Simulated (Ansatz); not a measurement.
Cu₂Sn. Total charge 0; quintet. Geometry PBE-D4/def2-TZVP; atoms count from 1.

```xyz
3

Cu    0.459    0.072    1.353
Cu    0.665    0.897   -0.894
Sn   -1.123   -0.969   -0.459
```

In the def2 sets Sn takes a core potential; there is no spin–orbit coupling. At PBE0-D4/def2-TZVP a broken-symmetry singlet of charge 0 lies 2.42 eV below the quintet, each at its own geometry. The structure comes from a short search, and lower isomers may exist.

(1) Estimate the Mulliken populations from the PBE0/def2-TZVP orbitals of Ansatz.

(2) Where does the spin sit?

(3) And the Mayer bond orders between bonded heavy atoms (over 0.3)?

Results:

(1) 
```tsv
atom	charge (e)	spin (α − β)	d electrons
Cu1	0.04	0.84	9.90
Cu2	0.04	0.84	9.90
Sn3	-0.09	2.32	–
```
Mulliken values and Mayer orders depend strongly on the basis.

(2) Summed by element: Cu 1.68, Sn 2.32, of 4 unpaired in all. Largest on single atoms: Sn3 2.32, Cu1 0.84, Cu2 0.84.

(3) Cu1–Cu2 0.58 (2.40 Å); Cu1–Sn3 0.65 (2.62 Å); Cu2–Sn3 0.65 (2.62 Å).
